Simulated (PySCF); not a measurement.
Correlation energy of As¹⁵⁺ (arsenic, charge +15)

[Ar], closed-shell 1S. Calculation: PySCF 2.14, in an uncontracted even-tempered set (19 s from 1.2 bohr⁻², ratio 2.5; 12 p from 1.6 bohr⁻², ratio 2.5; 5 d from 9.5 bohr⁻², ratio 2.7; 4 f from 14 bohr⁻², ratio 2.7); scalar relativity by spin-free X2C-1e. Frozen: 1s2; 16 electrons correlated; the 22 highest virtual orbitals of each spin left out.

| level | correlation energy (mhartree) |
| --- | --- |
| CCSD | -609.16 |
| (T) | -2.64 |
| CCSD(T) | -611.80 |

Diagnostics: T1 = 0.0010, D1 = 0.0023, largest double amplitude 0.024.

Task: Is a single reference adequate?

Result: Yes, within this model without spin-orbit coupling: T1 lies below 0.03 and no double amplitude reaches 0.07.

At this charge the one-electron X2C treatment keeps the bare 1/r₁₂, with no two-electron picture change or Breit term. The effect here is smaller than on the frozen 1s shell; and a scalar Hamiltonian misses the large spin-orbit splitting of the p shells, which matters for ns² → np² pairs.
